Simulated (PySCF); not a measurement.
Bond curve of AlSb

Set-up: basis Al def2-SVP, Sb def2-SVP with ECP28; scalar-relativistic core potentials; PySCF 2.14. Energies in eV from Al + Sb in their ground configurations at the same level. State: ³Σ⁻ (triplet), unpaired electrons π ↑↑.

All columns are PBE. A positive dipole means Al(−)Sb(+).

```csv
R (Å),E (eV),μ (D),Mulliken charge on Al (basis-dependent),HOMO (eV),LUMO (eV),Mayer bond order,⟨S²⟩
2.375,-1.332,0.93,0.05,-4.22,-4.75,1.21,2.00
2.486,-1.685,0.52,0.09,-4.28,-4.54,1.20,2.00
2.596,-1.884,0.11,0.13,-4.32,-4.35,1.18,2.00
2.679,-1.959,-0.20,0.15,-4.34,-4.21,1.17,2.00
2.762,-1.986,-0.51,0.16,-4.34,-4.09,1.16,2.01
2.845,-1.977,-0.81,0.17,-4.34,-3.98,1.16,2.01
2.955,-1.922,-1.21,0.19,-4.33,-3.84,1.14,2.01
3.093,-1.806,-1.67,0.20,-4.29,-3.69,1.13,2.01
3.259,-1.629,-2.19,0.20,-4.22,-3.54,1.10,2.01
3.480,-1.367,-2.80,0.20,-4.11,-3.39,1.06,2.03
```

A fit through these points gives, at Re = 2.779 Å, μ = -0.57 D and dμ/dR = -3.69 D/Å; the reduced mass is 22.06 u.

How strong is the fundamental in the double-harmonic approximation, I = 42.26·(dμ/dR)²/μred km/mol?

I = 42.26·(-3.69)²/22.06 = 26.1 km/mol at PBE.

These are scalar-relativistic numbers at best; spin–orbit coupling would shift them, the dissociation energy most. The state is the lowest determinant that a PBE0 search found; another state may lie lower at other levels.

At some distances an empty level lies below a filled one, because the occupation is held.
